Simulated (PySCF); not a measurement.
**SMILES [C@@H]1(NC)C=COCC1, C6H11NO**

Molfile (atoms numbered from 1):
```
C6H11NO
     RDKit          3D

 19 19  0  0  0  0  0  0  0  0999 V2000
   -2.4762   -0.0759   -0.1137 C   0  0  0  0  0  0  0  0  0  0  0  0
   -1.1967   -0.7226    0.0416 N   0  0  0  0  0  0  0  0  0  0  0  0
   -0.2336   -0.0218    0.8807 C   0  0  2  0  0  0  0  0  0  0  0  0
   -0.0215    1.4071    0.4575 C   0  0  0  0  0  0  0  0  0  0  0  0
    1.0746    1.7853   -0.2177 C   0  0  0  0  0  0  0  0  0  0  0  0
    2.0436    0.9676   -0.6563 O   0  0  0  0  0  0  0  0  0  0  0  0
    1.7595   -0.4168   -0.5390 C   0  0  0  0  0  0  0  0  0  0  0  0
    1.1120   -0.7427    0.7923 C   0  0  0  0  0  0  0  0  0  0  0  0
   -2.3559    0.8635   -0.6750 H   0  0  0  0  0  0  0  0  0  0  0  0
   -2.9904    0.1724    0.8413 H   0  0  0  0  0  0  0  0  0  0  0  0
   -3.1475   -0.7217   -0.6993 H   0  0  0  0  0  0  0  0  0  0  0  0
   -1.3290   -1.6597    0.4170 H   0  0  0  0  0  0  0  0  0  0  0  0
   -0.5623   -0.0003    1.9449 H   0  0  0  0  0  0  0  0  0  0  0  0
   -0.7316    2.1790    0.7596 H   0  0  0  0  0  0  0  0  0  0  0  0
    1.2910    2.8296   -0.4598 H   0  0  0  0  0  0  0  0  0  0  0  0
    1.0635   -0.7068   -1.3461 H   0  0  0  0  0  0  0  0  0  0  0  0
    2.7167   -0.9373   -0.6793 H   0  0  0  0  0  0  0  0  0  0  0  0
    1.7671   -0.4226    1.6184 H   0  0  0  0  0  0  0  0  0  0  0  0
    0.9768   -1.8328    0.8790 H   0  0  0  0  0  0  0  0  0  0  0  0
  1  2  1  0
  2  3  1  0
  3  4  1  0
  4  5  2  0
  5  6  1  0
  6  7  1  0
  7  8  1  0
  8  3  1  0
  1  9  1  0
  1 10  1  0
  1 11  1  0
  2 12  1  0
  3 13  1  1
  4 14  1  0
  5 15  1  0
  7 16  1  0
  7 17  1  0
  8 18  1  0
  8 19  1  0
M  END
```

Level of theory: quadratic response CAM-B3LYP/def2-SVPD first hyperpolarisability, Taylor convention, gas phase (PySCF). Geometry: PBE0-D3(BJ)/def2-SVP.

(1) Give the tensor of the second harmonic β(−2ω;ω,ω) at 800 nm in the axes of these coordinates.

Results:

(1) In au, Taylor convention; rows are the first index (the induced dipole):
|  | xx | yy | zz | xy | xz | yz |
| --- | --- | --- | --- | --- | --- | --- |
| x | +144.9 | +37.4 | +28.5 | -26.8 | -42.9 | +8.9 |
| y | -22.5 | +30.2 | -31.7 | +34.6 | +8.5 | -29.9 |
| z | -46.0 | -30.6 | -114.2 | +9.3 | +27.1 | -34.6 |

Norm of βᵢ = ⅓ Σⱼ (βᵢⱼⱼ + βⱼᵢⱼ + βⱼⱼᵢ): 282.0 au, hyper-Rayleigh value 106.7 au.
